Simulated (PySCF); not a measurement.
# Dipole response of Xe⁺ (xenon, charge +1)

[Kr] 4d10 5s2 5p5, 2P determinant. Computed with PySCF 2.14 in aug-cc-pwCVTZ-PP with ECP28MDF (8s7p6d4f1g, 96 functions), with a scalar-relativistic core potential. Coupled (time-dependent) response in atomic units; α is the mean over directions.

```json
{"method": "UHF", "mean α (bohr³)": "17.83", "α xx, yy, zz": "17.32, 18.08, 18.08", "C₆ (like pair)": "155.2", "S(−4)": "50.04"}
{"method": "PBE", "mean α (bohr³)": "18.43", "α xx, yy, zz": "17.64, 18.82, 18.82", "C₆ (like pair)": "161.0", "S(−4)": "55.89"}
{"method": "PBE0", "mean α (bohr³)": "18.09", "α xx, yy, zz": "17.40, 18.44, 18.44", "C₆ (like pair)": "157.6", "S(−4)": "52.82"}
{"method": "wB97X-V", "mean α (bohr³)": "18.03", "α xx, yy, zz": "17.40, 18.34, 18.34", "C₆ (like pair)": "156.9", "S(−4)": "52.28"}
```

S(−4) is the Cauchy moment in α(ω) = α(0) + S(−4) ω² + …

Spin-orbit coupling is absent.

α(iu) at UHF:

```csv
u (hartree),α(iu) (bohr³)
0,17.83
0.0500,17.70
0.100,17.34
0.200,16.05
0.300,14.33
0.500,10.81
0.750,7.521
1.00,5.426
1.50,3.219
2.00,2.178
3.00,1.243
5.00,0.5894
```

A single London oscillator, α(iu) = α/(1 + u²/ω²), gives C₆ = (3/4) ω α². Matching the computed C₆ needs ω = 4 × 155.2 / (3 × 17.83²) = 0.651 hartree.

For an ion, C₆ is the dispersion term alone; charge-induced terms of lower order in 1/R come first.

The components differ because the open shell of this determinant is not spherical; for a pure term their mean is the scalar polarisability.

Energies and moments cover only the electrons outside the core potential.
